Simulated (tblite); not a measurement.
Compound: C₂H₈GeO₃Si.
Cartesian coordinates in Å at the GFN2-xTB level; atoms count from 1:
```xyz
15
C2H8GeO3Si angstrom
Si     2.8396   -0.1104   -0.2684
O      1.3936   -0.6870    0.2180
Ge    -0.2706   -1.0715   -0.0434
C     -1.4937   -0.0014    1.1475
O     -2.4120    0.5015    0.2178
C     -1.7667    0.8635   -0.9743
O     -0.9171   -0.1406   -1.4300
H      2.6892    0.6927   -1.4819
H      3.6792   -1.2857   -0.4973
H      3.2902    0.6971    0.8659
H     -0.3078   -2.5170   -0.4770
H     -0.9122    0.8008    1.6268
H     -2.0515   -0.5557    1.8983
H     -1.2057    1.8025   -0.8279
H     -2.5589    1.0191   -1.7124
```

Computed values, GFN2-xTB/tblite, gas phase, harmonic and unscaled. Errors from tens to a few hundred cm⁻¹ against measured bands are possible. Modes of hydrogen on germanium and silicon can be 10 to 20 % off. One conformer, not necessarily the lowest. The optimisation stopped once no atom felt more than 0.01 eV/Å.

Lowest wavenumbers of the output (negative numbers stand for imaginary wavenumbers):
```
mode    cm-1
  1     -47.6
  2     -20.6
  3      52.3
  4      75.4
  5     161.5
  6     224.5
  7     268.9
  8     309.0
  9     404.1
 10     472.2
 11     503.8
 12     584.3
 13     603.1
 14     620.9
 15     635.0
```

Problem. Is this structure a minimum?

Solution. Not by this Hessian. 2 modes are imaginary beyond 20i (48i and 21i cm⁻¹), so at this level the point lies at or near a saddle of order 2. The curvature is small, so loose convergence or finite differences may be the whole cause.

Problem. Which atoms move in the imaginary modes?

Solution. 48i: O2 (oxygen bonded to Ge and Si) 44 %, Si1 (oxygen-bound silicon) 17 %, H10 (Si–H hydrogen) 11 %, H9 (Si–H hydrogen) 10 %; 21i: H8 (Si–H hydrogen) 33 %, H9 (Si–H hydrogen) 29 %, H10 (Si–H hydrogen) 22 %. These are shares of the mass-weighted motion.

Problem. What is the remedy?

Solution. Step along such a mode in both directions, optimise again with tighter thresholds and repeat the frequencies. The zero-point energy of this point (59.7 kcal/mol) counts the 37 real modes alone, and thermal corrections from it aren't those of a minimum.

Time: 0.82 s. Hardware: Arm Neoverse N1, one thread, shared host with 64 logical CPUs at a one-minute load of 52. This covers the Hessian and the dipole derivatives.
